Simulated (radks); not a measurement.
The numbers below are computed, except where a source is named.
Initial-state core-level shifts of the cobalt ion Co+ when its valence configuration changes from [Ar] 3d8. Code: a radial shooting solver on a logarithmic mesh with Libxc functionals. Model: non-relativistic Kohn-Sham, BLYP, spin-polarised, spherical densities, point nucleus; open shells are filled with parallel spins first. Shifts are changes of the shell-averaged eigenvalues in eV (positive: less bound); the change of the density at the nucleus, which sets a Mossbauer isomer shift, is in e/bohr^3, on a base of 1.337e+04.

| valence | 1s | 2s | 3s | 3p | density at nucleus |
|---|---|---|---|---|---|
| 3d7 4s1 | -5.353 | -5.989 | -5.356 | -5.223 | +7.524 |
| 3d7 4p1 | -6.842 | -7.397 | -6.847 | -6.714 | +1.007 |
| 3d7.5 4s0.5 | -2.500 | -2.792 | -2.531 | -2.470 | +3.445 |
| 3d6 4p2 | -14.892 | -16.264 | -14.579 | -14.269 | +2.687 |
| 3d6 4s2 | -12.316 | -13.751 | -12.026 | -11.731 | +17.026 |
| 3d6 4s1 4p1 | -13.509 | -14.934 | -13.200 | -12.895 | +10.465 |
| 3d5 4s2 4p1 | -21.766 | -24.205 | -20.727 | -20.233 | +22.128 |
